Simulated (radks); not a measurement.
Problem. Coherent X-ray form factor from a spherical all-electron density. Method: non-relativistic Kohn-Sham, PBE, spin-unpolarised, spherical densities, point nucleus; computed with a radial shooting solver on a logarithmic mesh with Libxc functionals.

| sin(theta)/lambda (1/angstrom) | f0 (electrons) |
|---|---|
| 0.05 | 16.811 |
| 0.1 | 16.267 |
| 0.15 | 15.437 |
| 0.2 | 14.413 |
| 0.25 | 13.297 |
| 0.3 | 12.181 |
| 0.4 | 10.199 |
| 0.5 | 8.722 |
| 0.6 | 7.706 |
| 0.8 | 6.439 |
| 1 | 5.466 |
| 1.25 | 4.312 |
| 1.5 | 3.323 |
| 2 | 2.073 |

The species is in the configuration that NIST lists as its ground one. Which atom or ion scatters so?

Solution. The scandium ion Sc4+, [Ne] 3s2 3p5. Extrapolating in s^2 from the first two rows gives f0(0) = 17.0, near the electron count 17; among species with that count, the fall with angle is slower the higher Z, and the table is that of Z = 21; from so few rows the species is fixed only to a neighbour or two.
